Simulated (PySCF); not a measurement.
**How methods differ on the excitation energy of F⁺**

F⁺ [He] 2s2 2p4 (3P) → F⁺ [He] 2s2 2p3 3d1 (5D), as a difference of total energies. All numbers are calculated (PySCF 2.14, no relativity, point nucleus, in aug-cc-pVTZ with one added diffuse shell each of s, p, d, f type (6s5p4d3f, 62 functions)). Correlated levels: valence: 1s2 frozen. The calculations carry no spin-orbit coupling.

```
           method  excitation energy (eV)
              UHF                  27.832
              LDA                  28.854
              PBE                  28.781
             PBE0                  28.837
           r2SCAN                  28.883
            HSE06                  28.861
              M06                  28.785
           B2PLYP                  29.022
        CAM-B3LYP                  29.248
    MP2 (valence)                  28.934
SCS-MP2 (valence)                  29.075
```

**Question.** How much does correlation contribute at MP2 (valence)?

**Answer.** 28.934 − (27.832) = 1.102 eV, measured against UHF.

A first-order spin-orbit estimate (lowest level to lowest level, LS coupling) adds 0.020 eV.

The promoted electron is Rydberg-like, and one or two diffuse shells describe it only roughly, which tends to raise the upper state.
